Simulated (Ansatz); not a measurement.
Strength of the Ga–O bond: C4H11GaO → C4H8O + GaH3

Species: C4H11GaO `[GaH3-][O+]1CCCC1`, singlet; C4H8O `C1CCOC1`, singlet; GaH3 `[GaH3]`, singlet. 

Shapes, held fixed at every level: PBE0-D4/def2-TZVP. Flexible molecules stand in one conformer, not always the lowest. Programs: Ansatz 0.2.0. Electronic energies: no zero-point or thermal term.

| level | kind | ΔE (kJ/mol) | less CCSD(T)/def2-TZVPP |
| --- | --- | --- | --- |
| SPW92/def2-TZVPP | LDA | +102.8 | +14.8 |
| PBE-D4/def2-TZVPP | GGA | +79.0 | -9.0 |
| r2SCAN-D4/def2-TZVPP | meta-GGA | +85.4 | -2.6 |
| BHLYP-D4/def2-TZVPP | global hybrid | +85.4 | -2.6 |
| r2SCAN0-D4/def2-TZVPP | global hybrid | +85.5 | -2.5 |
| wB97M-V/def2-TZVPP | range-separated hybrid | +82.2 | -5.8 |
| MP2/def2-SVP | perturbation theory | +91.3 | +3.3 |
| CCSD(T)/def2-TZVPP | coupled cluster or CI | +88.0 | 0.0 |

The highest level, CCSD(T)/def2-TZVPP, gives ΔE = +88.0 kJ/mol; the levels span +79.0 to +102.8. A fragment pairs its electrons up again, so this isn't a typical strength of such a bond. The column of differences is taken from that level and isn't an error. No measured value is set beside it here. Relativity is left out for Ga unless named. Correlated rows may include outer-core shells of Ga, which these sets cover unevenly.
